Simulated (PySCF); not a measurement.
Dipole response of K+ (potassium, charge +1)

[Ar], closed-shell 1S. Computed with PySCF 2.14 in def2-QZVPPD (11s6p4d3f, 70 functions), with no relativity, point nucleus. Coupled (time-dependent) response in atomic units; α is the mean over directions.

```
   method  mean α (bohr³)  C₆ (like pair)  S(−4)
      UHF           5.389           22.87  5.350
      PBE           5.612           23.99  6.126
     PBE0           5.512           23.48  5.780
BHandHLYP           5.462           23.19  5.637
    TPSSh           5.526           23.68  5.784
```

S(−4) is the Cauchy moment in α(ω) = α(0) + S(−4) ω² + …

α(iu) at PBE:

| u (hartree) | α(iu) (bohr³) |
| --- | --- |
| 0 | 5.612 |
| 0.0500 | 5.596 |
| 0.100 | 5.551 |
| 0.200 | 5.379 |
| 0.300 | 5.118 |
| 0.500 | 4.448 |
| 0.750 | 3.576 |
| 1.00 | 2.831 |
| 1.50 | 1.807 |
| 2.00 | 1.217 |
| 3.00 | 0.6421 |
| 5.00 | 0.2654 |

A single London oscillator, α(iu) = α/(1 + u²/ω²), gives C₆ = (3/4) ω α². Matching the computed C₆ needs ω = 4 × 23.99 / (3 × 5.612²) = 1.02 hartree.

For an ion, C₆ is the dispersion term alone; charge-induced terms of lower order in 1/R come first.
